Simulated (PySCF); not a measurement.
Task: Write a Z-matrix for `C[N](C)[Ge@H]([NH2])[Cl]` as optimised with PBE0-D3(BJ)/def2-SVP.

Result: 
Z-matrix in Å and degrees, rows numbered from 1:
```
C 
N   1  1.4423
C   2  1.4399  1  114.69
Ge  2  1.8084  1  119.66  3   152.37
N   4  1.8170  2  107.33  1    40.94
Cl  4  2.1833  2  112.99  1   -72.04
H   1  1.1057  2  110.50  3    62.05
H   1  1.0996  2  109.83  3  -178.85
H   1  1.1089  2  112.68  3   -58.15
H   3  1.1092  2  112.90  1    59.43
H   3  1.1016  2  110.69  1  -179.91
H   3  1.1056  2  110.77  1   -61.00
H   4  1.5371  2  107.65  1   170.97
H   5  1.0158  4  115.92  2    75.46
H   5  1.0155  4  114.77  2  -153.95
```

N5 (nitrogen bonded to Ge and 2 H) is pyramidal (angles 115.9°, 114.8° and 110.4°, sum 341.1°, 0.31 Å off the plane of its three neighbours). Of the pairs four or more bonds apart, N5···H8 is among the closest relative to their van der Waals radii: 2.64 Å, 96 % of the sum of Bondi's values. N2 (nitrogen bonded to 2 C and Ge) has angles 119.7°, 119.5° and 114.7°, sum 353.9°, 0.22 Å off the plane of its three neighbours. Ge4 (germanium bonded to Cl, 2 N and H) is distorted tetrahedral (angles from 103.1° to 119.6°).

Computed with PySCF 2.14.0, PBE0-D3(BJ)/def2-SVP geometry optimisation, gas phase.

Point group: C1 (no symmetry element, even within 0.4 Å). Not checked by PBE0-D3(BJ)/def2-SVP frequencies. The numbers are those of one conformer (C1–N2–Ge4–N5 41°, N2–Ge4–N5–H 75° and -154°).
